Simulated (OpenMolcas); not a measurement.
## Ni2+: effect of the metal basis

Ni2+ with its 6 nearest oxide ions at 2.082 Å, on the Mg site of MgO (a = 4.2112 Å, distance in the model lattice 2.106 Å). The rest of the host is ab initio model potentials to 7.6 Å and point charges beyond; the distance is set by hand and nothing relaxes.

```
Program             : OpenMolcas
Method              : SS-CASPT2, IPEA 0.25 Eh, imaginary shift 0.1 Eh (closed shells correlated: 3s 3p and the ligand valence shells)
Spin-orbit coupling : state interaction with AMFI integrals over the reference wave functions
```

Fixed: ligand basis ANO-RCC-VDZP, active space 8 electrons in 5 orbitals (3d), DKH2 Hamiltonian.

States (labels of O, the rotations of Oh). Energies in cm-1 above the lowest state or level, χT in cm3 K/mol.

```json
{"Run": "A", "Metal basis": "ANO-RCC-VDZP", "Ground state": "3A2", "First state of that spin": "3T2 11010", "First gap with spin-orbit (degeneracies)": "10590 (3, 2)", "χT at 300 K": "1.268", "First state of another spin": "1E 13200", "Cost": "roughly 80 core-seconds"}
{"Run": "B", "Metal basis": "ANO-RCC-VTZP", "Ground state": "3A2", "First state of that spin": "3T2 10810", "First gap with spin-orbit (degeneracies)": "10380 (3, 2)", "χT at 300 K": "1.273", "First state of another spin": "1E 12820", "Cost": "roughly 2 core-minutes"}
```

Against A, the first state of the same spin changes by -1.8 % in B.

Costs are those of the CASPT2 steps.

Roots that are degenerate in the reference are averaged as groups; the widest CASPT2 spread within a group is 97 cm-1 (the 3-fold group of multiplicity 1 near 23900 cm-1 above the lowest state of its run, A). Shifts and gaps below about the spread of the groups concerned are not significant. Over all roots computed the reference weight is 0.69 to 0.71 in A, 0.68 to 0.71 in B; a low but even weight reflects the number of correlated electrons. A single d shell leaves out the double-shell effect, which counts most for late 3d ions, where the CASPT2 field can be off either way by tens of per cent. Ligand-to-metal charge-transfer states are missing. These CASPT2 states fit no ligand-field parameters well, so their order and spin gaps are uncertain. For late 3d ions with one d shell CASPT2 can put B and the spin-flip bands somewhat low as well as high. With one d shell and no ligand orbital active, 10Dq can be off by tens of per cent for divalent 3d ions, low with halides held by bare charges and at times high in hosts, and the orbital part of g and χT goes as 1/10Dq. Free-ion shares, where given, are those of the reference states; single-state CASPT2 does not remix them. No measured value stands beside these numbers; the geometry was set by hand and not optimised.
